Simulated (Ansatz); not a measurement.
Stepwise reaction of `O[AsH]O` with hydrogen, as a gas-phase model of exchange steps in deposition or etching. ΔE in kJ/mol; ΔG adds harmonic PBE0-D4 terms to CCSD(T)/CBS, at 1 bar.

Calculated with Ansatz (gas phase, PBE0-D4/def2-TZVP geometries, no zero-point term in ΔE). CCSD(T)/CBS adds triple-zeta CCSD(T) − MP2 to the extrapolated MP2 energy (def2 sets, frozen cores). This one scheme is used for every species. DFT in def2-TZVPP. B3LYP here is the variant with VWN-RPA as its local correlation; programs differ in this. For As outer-core shells are correlated without core-valence functions, which leaves a few kJ/mol of doubt a bond. Scalar relativity is left out up to krypton. One conformer a species, not always the lowest.

| step | reaction | PBE-D4 | B3LYP-D4 | ωB97M-V | CCSD(T)/CBS | ΔG(600 K) |
| --- | --- | --- | --- | --- | --- | --- |
| 2 | `O[AsH2]` + H₂ → `[AsH3]` + H₂O | -51.7 | -51.4 | -54.0 | -59.3 | -57.1 |

Task: Give the row of step 1, `O[AsH]O` + H₂ → `O[AsH2]` + H₂O. (Best estimate.)

Result: The calculation gave: 
```json
{"step": "1", "reaction": "`O[AsH]O` + H₂ → `O[AsH2]` + H₂O", "PBE-D4": "-1.3", "B3LYP-D4": "-4.1", "ωB97M-V": "-5.5", "CCSD(T)/CBS": "-9.2", "ΔG(600 K)": "-16.9"}
```

Task: By hand: ΔE of the 2 steps together at CCSD(T)/CBS.

Result: (-9.2) + (-59.3) = -68.5 kJ/mol, or -34.2 kJ/mol a step.

In ΔE each step is lower than the one before. All are downhill at CCSD(T)/CBS. ΔG lies between -57.1 and -16.9 kJ/mol a step. PBE-D4 differs from CCSD(T)/CBS by 7.6 to 7.9 kJ/mol a step. Isolated molecules leave out the surface, adducts and barriers. Largest T1 diagnostic: 0.013.
